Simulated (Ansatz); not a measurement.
## Cost against result

Saddle point of BH₄ClO₂, singlet (BH₃O₂ ([OH][BH][OH]) + HCl → BH₂ClO₂ ([OH][B]([OH])[Cl]) + H₂; bonds formed: B1–Cl6, H2–H5; bonds broken: B1–H2, H5–Cl6), PBE0-D4/def2-TZVP structure:

B1  (-0.063, -0.196, -0.134)
H2  (1.214, -0.652, -0.105)
O3  (-0.348, 0.649, -1.160)
O4  (-0.836, -1.239, 0.243)
H5  (1.173, -0.049, 0.636)
Cl6  (0.504, 1.096, 1.610)
H7  (0.121, 1.485, -1.133)
H8  (-1.765, -1.096, 0.042)
(Å)

Barriers are electronic and count from the start structure reached by relaxing down the imaginary mode.

Program: Ansatz 0.2.0. Basis: as named in each row. Cores are frozen in the correlated methods. B3LYP uses VWN-RPA correlation. Extrapolation: Hartree–Fock as exp(−7.88 √X), correlation as X^−2.97.

Times are rough, for one single point on 2 threads of a shared host (Arm Neoverse V1).

The estimate by CCSD(T) at an estimated basis limit (MP2 extrapolated from triple and quadruple zeta, plus CCSD(T) − MP2 in triple zeta) is 1.634 eV.

| method | basis | time (s) | barrier (eV) | method less estimate |
| --- | --- | --- | --- | --- |
| HF | STO-3G | under 1 | 3.127 | 1.493 |
| PBE-D4 | STO-3G | under 1 | 1.957 | 0.323 |
| SPW92 | def2-SVP | under 1 | 0.789 | -0.845 |
| B3LYP-D4 | 6-31G | under 1 | 1.771 | 0.137 |
| PBE0-D4 | def2-SVP | under 1 | 1.258 | -0.376 |
| PBE-D4 | def2-SVP | 1 | 1.076 | -0.558 |
| SPW92 | def2-TZVPP | 1 | 0.977 | -0.657 |
| PBE-D4 | def2-TZVPP | 2 | 1.230 | -0.404 |
| BLYP-D4 | def2-TZVPP | 2 | 1.442 | -0.192 |
| BHLYP-D4 | def2-TZVPP | 3 | 1.742 | 0.108 |
| CCSD(T) | def2-SVP | 3 | 1.718 | 0.084 |
| B3LYP-D4 | def2-TZVPP | 3 | 1.552 | -0.082 |
| PBE0-D4 | def2-TZVPP | 3 | 1.384 | -0.250 |
| CAM-B3LYP-D4 | def2-TZVPP | 3 | 1.645 | 0.011 |
| wB97M-V | def2-SVP | 4 | 1.390 | -0.244 |
| r2SCAN-D4 | def2-TZVPP | 4 | 1.303 | -0.332 |
| RPA on PBE | def2-TZVPP | 5 | 1.719 | 0.084 |
| r2SCAN0-D4 | def2-TZVPP | 6 | 1.422 | -0.212 |
| B2PLYP | def2-TZVPP | 6 | 1.642 | 0.008 |
| PBE-QIDH | def2-TZVPP | 6 | 1.539 | -0.095 |
| wB97X-V | def2-TZVPP | 8 | 1.611 | -0.023 |
| B97M-V | def2-TZVPP | 9 | 1.465 | -0.169 |
| wB97M-V | def2-TZVPP | 10 | 1.560 | -0.074 |
| MP2 | def2-QZVPP | 19 | 1.587 | -0.048 |
| CCSD(T) | def2-TZVPP | 74 | 1.684 | 0.050 |

All methods are single points on the PBE0-D4 structures.

The T1 diagnostic stays at or below 0.013.

Labels in which every atom is bracketed show which atoms are joined, not bond orders.
